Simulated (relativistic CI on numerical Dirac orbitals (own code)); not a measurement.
**Ba XXI: q coefficients and field-shift factors**

These numbers are calculated, not measured: Dirac-Coulomb-Breit CI, separate exchange-only KLI orbitals for each configuration, derivatives by finite differences, unscaled Slater integrals, QED left out (own radial code, finite nucleus).

Configurations in the expansion (outside the closed core [Ar] 3d10): 4s2 4p6, 4s2 4p5 4d, 4s 4p6 4d, 4s2 4p5 4f, 4s 4p6 4f, 4p6 4d2, 4p5 4d3, 4p5 4d2 4f. Double excitations out of closed p, d and f shells are left out; levels of such configurations are missing from the list, as are those of other unlisted configurations, and high levels can miss mixing partners.

With x = (α/α₀)² − 1 an excitation energy changes as ω = ω₀ + qx; K = 2q/ω₀ is the relative enhancement. Terms are leading LS components, so labels can repeat. The field-shift factor is F = δν/δ⟨r²⟩ for the transition from the lowest level.

Lowest level 4s2 4p6 1S_0.

| Level | ω₀ (cm⁻¹) | q (cm⁻¹) | K | F (GHz/fm²) |
| --- | --- | --- | --- | --- |
| 4s2 4p5 4d 3P°_0 | 695876 | 12680 | 0.0365 | 2.51 |
| 4s2 4p5 4d 3P°_1 | 710977 | 19930 | 0.0561 | 2.49 |
| 4s2 4p5 4d 3F°_3 | 733287 | 16100 | 0.0439 | 2.2 |
| 4s2 4p5 4d 3D°_2 | 737450 | 23500 | 0.0637 | 2.46 |
| 4s2 4p5 4d 3F°_4 | 744880 | 42850 | 0.115 | 2.48 |
| 4s2 4p5 4d 1D°_2 | 758979 | 41200 | 0.109 | 2.57 |
| 4s2 4p5 4d 3D°_3 | 788751 | 42150 | 0.107 | 3.01 |
| 4s2 4p5 4d 3D°_1 | 837064 | 86330 | 0.206 | 0.504 |
| 4s2 4p5 4d 3F°_2 | 880571 | 179500 | 0.408 | -4.52 |
| 4s2 4p5 4d 3D°_2 | 916028 | 207200 | 0.452 | -3.77 |
| 4s2 4p5 4d 1F°_3 | 926728 | 210200 | 0.454 | -4.09 |
| 4s2 4p5 4d 1P°_1 | 1045306 | 134000 | 0.256 | -1.21 |
| 4s 4p6 4d 3D_1 | 1380977 | 204300 | 0.296 | -221 |

At this charge energies of transitions that change n are usually good to better than 1 %, and those within a shell (Δn = 0) to a few per cent.
